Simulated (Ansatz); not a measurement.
(SiO)n off: binding per atom (eV) at several levels, gas phase, relaxed structures; Ansatz. Clusters are the lowest isomers that short searches found in that spin, judged at the geometry's level. Binding counts from free atoms in the multiplicity of their measured ground term, without zero-point energy. Singlets are spin-restricted. The structures are stationary points that may keep the symmetry of their start. Remarks come from the PBE and PBE0 runs and from stability tests at other levels; not every state was tested.

| species | state | geometry | PBE-D4/def2-SVP | r2SCAN-D4/def2-TZVP | PBE0-D4/def2-SVP | PBE0-D4/def2-TZVP | remarks |
| --- | --- | --- | --- | --- | --- | --- | --- |
| SiO2 | singlet | PBE0-D4/def2-TZVP | 4.33 | 4.29 | 3.94 | 4.12 | – |
| Si5O4 | singlet | PBE-D4/def2-SVP | 4.82 | 4.66 | 4.55 | 4.60 | restricted SCF unstable in HF |
| Si5O6 | singlet | PBE-D4/def2-SVP | 5.02 | 4.96 | 4.74 | 4.86 | – |

(1) Estimate the column for PBE-D4/def2-TZVP.

(1) SiO2 4.48; Si5O4 4.84; Si5O6 5.12.
